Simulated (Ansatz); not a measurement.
Reaction (atomization): `C[BH][GaH2]` → B• + C• + Ga• + 6 H•

Isolated molecules relaxed with PBE0-D4/def2-TZVP in Ansatz; ΔE leaves out vibrations. CCSD(T)/CBS is the MP2 limit (def2-TZVPP, def2-QZVPP) plus CCSD(T) − MP2 in def2-TZVPP, frozen cores. This one scheme is used for every species, atoms too. DFT in def2-TZVPP. Open shells (•) are unrestricted, without spin–orbit coupling. Spin–orbit coupling would lower the free atoms: a little for B, C; clearly for Ga. Bonds to Ga are less sure, by a few kJ/mol each and by 10 to 20 or more in all where they break to atoms, as the def2 sets lack core-valence functions. Scalar relativity is left out up to krypton.

`C[BH][GaH2]`:

```xyz
9

C     0.791   -1.040    0.595
B    -0.123    0.220    0.580
Ga   -0.975    1.090   -1.104
H     0.681   -1.650    1.496
H     1.810   -0.617    0.661
H     0.774   -1.679   -0.288
H    -0.296    0.767    1.639
H    -0.225    2.162   -1.989
H    -2.438    0.746   -1.590
```

CCSD(T)/CBS gives +2805.8 kJ/mol.

Another level gave +2823.9 kJ/mol. Which?
A. LDA (SPW92)/def2-TZVPP
B. PBE-QIDH/def2-TZVPP
C. PBE-D4/def2-TZVPP
D. CAM-B3LYP/def2-TZVPP

C. PBE-D4 2823.9, LDA (SPW92) 3146.4, PBE-QIDH 2805.9, CAM-B3LYP 2815.7 kJ/mol.

Largest T1 diagnostic among the species: 0.014.

At CCSD(T), def2-SVP lies −116.8 kJ/mol from the extrapolated value and def2-TZVPP −45.8 kJ/mol: correlation converges slowly with the basis, and small sets miss more of it in the bonded molecule than in its fragments. The D4 term adds +21.8 kJ/mol with B3LYP and +11.3 kJ/mol with PBE0; it sums over pairs of atoms, weighted by their polarisabilities, and B3LYP, whose exchange is more repulsive, gets the larger term.

B3LYP here is the variant with VWN-RPA as its local correlation; programs differ in this.

For atomizations the MP2-based limit and the directly extrapolated one differ by several kJ/mol either way, and by 10 to 25 for some Ge, Se and Sn compounds, so smaller differences from it don't rank the levels.
